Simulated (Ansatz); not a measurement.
Species: CH₃BClO, net charge 0, doublet state. It need not be the lowest isomer of its formula. 
Structure (B3LYP-D3(BJ)/def2-TZVP (Ansatz, an electronic-structure program) minimum search):
SMILES: CO[B]Cl
```xyz
7

B      0.5015     0.2234    -0.7932
Cl     1.2296    -0.5291     0.6348
O     -0.7641     0.5583    -0.9445
C     -1.8321     0.3907     0.0071
H     -1.4679    -0.0777     0.9200
H     -2.5963    -0.2298    -0.4567
H     -2.2413     1.3751     0.2252
```
Charge 0, spin multiplicity 2.

Parts of the frozen-core correlation energy in STO-3G (Ansatz, hartree). Frozen orbitals: 8; correlated occupied orbitals by spin: 12 and 11; virtual: 7 and 8. Open shells are spin-unrestricted. Spin-orbit coupling is left out. No relativistic terms.

```csv
term,value
reference (HF),-591.97265
MP2 opposite-spin,-0.10780
MP2 same-spin,-0.02225
CCSD correlation,-0.16272
(T),-0.00532
T1 diagnostic,0.017
largest doubles amplitude,0.058
<S^2> of the reference,0.760
```
